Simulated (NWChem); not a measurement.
C2H6F2Si; SMILES CC(F)(F)[SiH3]

Computed with NWChem. Medium grid unless said otherwise, to which SCAN and Minnesota functionals are sensitive. Coordinates come from a PBE0/def2-SVP optimisation. Hybrids' shares of exact exchange are those that their runs print; pure functionals count as 0. The functionals differ in more than this share.

```
row                    share of exact exchange  highest occupied level (eV)
---------------------  -----------------------  ---------------------------
PBE/def2-SVP                              0.00                        -6.81
r2SCAN/def2-SVP                           0.00                        -7.22
TPSSh/def2-SVP                            0.10                        -7.60
B3LYP/def2-SVP                            0.20                        -8.16
Hartree-Fock/def2-SVP                     1.00                     withheld
```

**Question.** Fit a straight line of the last column on the one before it, predict the withheld value, and compare with the run.

**Answer.** 
1. Means of the 4 shown rows: x = 0.075, y = -7.447. Slope Σ(x − x̄)(y − ȳ)/Σ(x − x̄)² = -0.1578/0.02750 = -5.736; intercept -7.017.
2. The shown rows scatter about the line by 0.145 (root mean square); the largest residual is +0.21, at PBE/def2-SVP.
3. At x = 1.00 (Hartree-Fock/def2-SVP; beyond the shown range) the line gives -12.75.
4. The run gives -12.25, +0.50 from the line, 3.4 times the scatter.
